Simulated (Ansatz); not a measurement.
Be₃S₃⁺, that is (BeS)3 ring with one electron fewer. Total charge 1; doublet. Geometry PBE-D4/def2-SVP; atoms count from 1.

```xyz
6

Be    0.661   -1.285    0.046
S     1.873   -0.305   -1.144
Be    0.599    1.086   -0.818
S    -1.001    1.947   -0.070
Be   -1.255    0.191    0.772
S    -0.877   -1.633    1.214
```

The geometry of the doublet was relaxed on an unsound state (an occupied level 0.15 eV above an empty one).

(1) Estimate the Mulliken populations from the PBE0/def2-TZVP orbitals of Ansatz.

(2) Where does the spin sit?

(3) And the Mayer bond orders between bonded heavy atoms (over 0.3)?

Answers

(1) 
| atom | charge (e) | spin (α − β) |
| --- | --- | --- |
| Be1 | 0.25 | 0.03 |
| S2 | 0.06 | 0.21 |
| Be3 | 0.23 | -0.05 |
| S4 | 0.16 | 0.65 |
| Be5 | 0.23 | -0.05 |
| S6 | 0.06 | 0.21 |
Mulliken values and Mayer orders depend strongly on the basis.

(2) Summed by element: Be -0.08, S 1.08, of 1 unpaired in all. Largest on single atoms: S4 0.65, S2 0.21, S6 0.21.

(3) Be1–S2 1.12 (1.96 Å); Be1–S6 1.12 (1.96 Å); S2–Be3 1.31 (1.91 Å); Be3–S4 1.04 (1.96 Å); S4–Be5 1.04 (1.96 Å); Be5–S6 1.31 (1.91 Å).
